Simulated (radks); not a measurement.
The iodine anion I-, [Xe], held by a Watson sphere: a shell of charge +1 at radius R that stands for the Madelung well of a crystal (potential energy -1/R inside, -1/r outside, in hartree with lengths in bohr). Calculated with a radial shooting solver on a logarithmic mesh with Libxc functionals: scalar-relativistic Kohn-Sham, PBE, spin-polarised, spherical densities, finite nucleus; Fermi nuclear charge, rms radius of each element as measured or else 0.836 A^(1/3) + 0.57 fm. Response by self-consistent Sternheimer equations with the Hartree and adiabatic LDA kernel, the relativistic mass of each level held fixed and spin-orbit coupling left out. The sphere does not respond.

| R (bohr) | e(4d) (eV) | e(5s) (eV) | e(5p) (eV) | <r> 5p (bohr) | sum of <r^2> (bohr^2) | X-ray form factor at sin(theta)/lambda = 0.3 1/angstrom | alpha (bohr^3) |
|---|---|---|---|---|---|---|---|
| 2.75 | -49.363 | -17.386 | -7.405 | 2.510 | 70.18 | 36.607 | 38.75 |
| 3.25 | -48.938 | -16.759 | -6.895 | 2.564 | 72.37 | 36.628 | 44.04 |
| 4.22 | -48.119 | -15.713 | -5.903 | 2.634 | 75.46 | 36.650 | 54.65 |
| 4.96 | -47.527 | -15.052 | -5.240 | 2.664 | 76.95 | 36.655 | 61.93 |
| 5.7 | -47.001 | -14.496 | -4.678 | 2.682 | 77.92 | 36.656 | 68.04 |
